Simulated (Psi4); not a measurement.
Internal rotation in SMILES CO[SiH2][SiH2]c1ccco1 (C5H10O2Si2). Scanned: dihedral C1–O2–Si3–Si4; all other coordinates were relaxed at GFN2-xTB. Points at φ and −φ are mirror images.

Geometry of the scan point at -140° (Å):
```
19

C     -4.1607     0.0560     0.5358
O     -2.8381    -0.3396     0.3673
Si    -1.4837     0.5475     0.1976
Si    -0.3284    -0.6258    -1.4070
C      1.3753     0.1527    -1.4708
C      2.4998    -0.0700    -2.2168
C      3.4737     0.8574    -1.7847
C      2.8761     1.5855    -0.8015
O      1.6171     1.1714    -0.6046
H     -4.3761     0.2289     1.5941
H     -4.8073    -0.7420     0.1672
H     -4.3715     0.9746    -0.0158
H     -0.8764     0.7197     1.5261
H     -1.8515     1.9124    -0.2255
H     -0.1265    -2.0672    -1.1767
H     -0.8688    -0.5526    -2.7791
H      2.6088    -0.8113    -2.9817
H      4.4742     0.9685    -2.1506
H      3.2315     2.3932    -0.1919
```

Computed with PBE-D3(BJ)/def2-SVP // GFN2-xTB (Psi4).

Scanned values (°): -160, -140, -120, -100, -80, -60, -40, -20, 0, 20, 40, 60, 80, 100, 120, 140, 160, 180.

At which scan points does the profile have its minima and maxima, and how high do they lie?

Lower than their neighbours: -60° (0.1 kcal/mol), 60° (0.1 kcal/mol), 180° (0.0 kcal/mol). Higher than their neighbours: -120° (0.9 kcal/mol), 0° (0.8 kcal/mol), 120° (0.9 kcal/mol). The whole profile spans 0.9 kcal/mol.
